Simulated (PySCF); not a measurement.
Compound: C8H11 (charge +1).
Bonds: C1–C2, C2–C3, C3–C4 (double), C4–C5, C5–C6 (double), C6–C7, C7–C8, C3–C8. Hydrogens: H9, H10, H11 on C1; H12, H13 on C2; H14 on C4; H15 on C5; H16 on C6; H17, H18 on C7; H19 on C8.

Level: CAM-B3LYP/def2-SVPD in PySCF, non-relativistic, on one gas-phase PBE0-D3(BJ)/def2-SVP geometry that isn't relaxed in the solvent. The solvent is an IEF-PCM continuum (Bondi radii, 1.10 Å for H, scaled by 1.2). The model holds no explicit solvent molecules, cavitation or dispersion.

Gas phase at CAM-B3LYP/def2-SVPD: HOMO -13.84 eV, LUMO -7.17 eV.

What does the continuum do to the energy and the frontier levels at CAM-B3LYP/def2-SVPD in acetone and water?

```tsv
solvent	ε	E(solvent) − E(gas) (kcal/mol)	polarisation term (kcal/mol)	distortion of the solute (kcal/mol)	HOMO (eV)	LUMO (eV)
acetone	20.49	-50.99	-51.84	0.85	-9.75	-2.94
water	78.36	-52.95	-53.90	0.95	-9.59	-2.78
```

Polarisation term: ½ Σ q·V over the induced surface charges. Distortion: the rise of the solute's own energy as its density leaves the gas-phase optimum. From acetone to water the lowering changes by a factor 1.04, Born's factor 1 − 1/ε by 1.04 and ε itself by 3.8.

Which radius a makes Born's formula ΔE = −(q²/2a)(1 − 1/ε) give the value in water?

a = q²(1 − 1/ε)/(2|ΔE|) = 3.10 Å, with q = +1 e and |ΔE| = 0.0844 Eh; the farthest nucleus lies 3.69 Å from the centroid of the nuclei. The formula assumes a point charge at the centre of a sphere.

How does the static polarisability (CAM-B3LYP/def2-SVPD, frozen core, with the continuum's full static response) change?

```tsv
medium	isotropic (au)	principal values (au)	⟨r²⟩ of the electrons (bohr²)
gas	88.3	60.3, 92.8, 111.8	1053.0
acetone	121.8	82.0, 134.4, 149.0	1054.6
water	124.5	84.1, 137.8, 151.5	1054.7
```

The isotropic value in water is 1.41 times the gas-phase one; no cavity-field correction is applied. ⟨r²⟩ is taken about the centre of nuclear charge.

The values belong to the conformer `[CH3:1][CH2:2][C:3]1=[CH:4][CH:5]=[CH:6][CH2:7][CH+:8]1`: C1–C2–C3–C4 74°.
